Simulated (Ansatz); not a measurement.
Cost and result for the atomization energy of GaH5OSSi, SMILES `[OH][Ga]([SiH3])[SH]` (9 atoms, 8 bonds).

Z-matrix (Å, degrees):
```
Si
Ga 1 2.394
H 1 1.487 2 109.9
H 1 1.487 2 109.8 3 119.8
H 1 1.486 2 110.1 3 -120.1
S 2 2.214 1 123.6 3 120.6
O 2 1.789 1 118.8 3 -59.4
H 6 1.344 2 95.1 1 180.0
H 7 0.959 2 115.1 1 -180.0
```

The species carries charge 0 and has multiplicity 1. Correlated methods include outer-core shells of Ga, which these sets cover unevenly. Scalar relativity is left out up to krypton. All single points use the PBE0-D4/def2-TZVP geometry. It is one conformer, not always the lowest. Program: Ansatz. All runs use 4 threads of an Arm Neoverse V1 on a shared host. Times are those of one run each, without the atoms' runs, and a repeat can differ threefold. Electronic energies, without spin–orbit coupling; frozen cores. CCSD(T)/CBS adds CCSD(T) − MP2 in def2-TZVPP to the MP2 limit, and its time is that of the two runs behind it. T1 = 0.014. With those shells the extrapolation isn't a true limit. B3LYP takes the VWN-RPA correlation (the form of Gaussian; ORCA's B3LYP/G).

CCSD(T)/CBS is a level of theory with its own doubt, some kJ/mol a heavy atom from the limit and from the frozen cores, so smaller differences don't rank the functionals.

```csv
level,functions,wall time
BLYP-D4/def2-TZVPP,233,1.9 s
PBE-D4/def2-TZVPP (with forces),233,2.5 s
CAM-B3LYP-D4/def2-TZVPP,233,3.8 s
B3LYP-D4/def2-TZVPP (with forces),233,4.8 s
CCSD(T)/def2-SVP,107,4.9 s
B2PLYP/def2-TZVPP,233,5.5 s
PBE-QIDH/def2-TZVPP,233,5.5 s
ωB97X-V/def2-TZVPP,233,8 s
B97M-V/def2-TZVPP,233,9 s
ωB97M-V/def2-TZVPP (with forces),233,12 s
MP2/def2-QZVPP,436,21 s
CCSD(T)/def2-TZVPP,233,2.1 min
CCSD(T)/CBS(def2),–,2.4 min
```

Question: What atomization energy does each give, and how far from CCSD(T)/CBS? (Best estimate.)

Answer: The calculation gave: 
```csv
level,atomization (kcal/mol),difference from CCSD(T)/CBS,per bond
BLYP-D4/def2-TZVPP,632.4,-13.7,-1.7
PBE-D4/def2-TZVPP (with forces),642.4,-3.7,-0.5
CAM-B3LYP-D4/def2-TZVPP,639.2,-6.9,-0.9
B3LYP-D4/def2-TZVPP (with forces),635.5,-10.6,-1.3
CCSD(T)/def2-SVP,595.5,-50.6,-6.3
B2PLYP/def2-TZVPP,630.6,-15.5,-1.9
PBE-QIDH/def2-TZVPP,634.2,-11.9,-1.5
ωB97X-V/def2-TZVPP,646.8,0.7,0.1
B97M-V/def2-TZVPP,645.4,-0.7,-0.1
ωB97M-V/def2-TZVPP (with forces),641.3,-4.8,-0.6
MP2/def2-QZVPP,644.7,-1.4,-0.2
CCSD(T)/def2-TZVPP,628.8,-17.3,-2.2
CCSD(T)/CBS(def2),646.1,0.0,0.0
```

At CCSD(T), def2-SVP lies −50.6 kcal/mol from the extrapolated value and def2-TZVPP −17.3 kcal/mol: correlation converges slowly with the basis, and small sets miss more of it in the bonded molecule than in its fragments. From BLYP to BHLYP (50 % exact exchange), in def2-TZVPP and without D4, the atomization energy moves by −8.6 kcal/mol: exact exchange takes away binding that semilocal exchange gives to molecules. The D4 term adds +7.9 kcal/mol with B3LYP and +4.2 kcal/mol with PBE0; it sums over pairs of atoms, weighted by their polarisabilities, and B3LYP, whose exchange is more repulsive, gets the larger term.
